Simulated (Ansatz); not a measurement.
Relaxation of CH4F2Si (8 atoms, charge 0, multiplicity 1), to a largest force component of 0.02 eV/Å in at most 40 steps.

Computed with Ansatz, RKS B3LYP-D4/6-31G*.

```xyz
8
Properties=species:S:1:pos:R:3:forces:R:3
Si 0.000 0.000 0.000 -0.57 -1.08 0.12
H 0.000 0.000 1.460 0.16 0.26 0.44
F 1.499 0.000 -0.529 0.54 0.21 -0.19
F -0.749 1.297 -0.529 -0.12 0.61 -0.19
C -0.881 -1.526 -0.623 -0.01 -0.01 -0.19
H -1.380 -2.038 0.226 0.17 0.15 -0.45
H -1.641 -1.233 -1.377 0.29 -0.32 0.29
H -0.145 -2.215 -1.088 -0.46 0.18 0.17
```

Q: Where does it end, and by what steps?

A: The run converged. After 9 steps the energy has fallen by 0.103 eV; H7 moved furthest, 0.59 Å.

| step | energy less start (eV) | largest force component (eV/Å) | accepted |
| --- | --- | --- | --- |
| 0 | 0.0000 | 1.075 | yes |
| 1 | -0.0493 | 0.506 | yes |
| 2 | -0.0565 | 0.161 | yes |
| 3 | -0.0754 | 0.284 | yes |
| 4 | -0.0383 | 0.888 | no |
| 5 | -0.0874 | 0.048 | yes |
| 6 | -0.0944 | 0.182 | yes |
| 7 | -0.0993 | 0.205 | yes |
| 8 | -0.0717 | 0.627 | no |
| 9 | -0.1034 | 0.006 | yes |

```xyz
8
Properties=species:S:1:pos:R:3
Si -0.002 -0.026 0.017
H 0.379 -0.119 1.446
F 1.333 0.235 -0.838
F -0.937 1.267 -0.165
C -0.878 -1.529 -0.629
H -1.789 -1.727 -0.052
H -1.165 -1.399 -1.678
H -0.236 -2.415 -0.561
```

Whether the end is a true minimum wasn't checked by a vibrational analysis.

Time of the run: 32 s on 1 thread of Arm Neoverse V1, with other jobs on the host, peak memory 0.14 GiB.
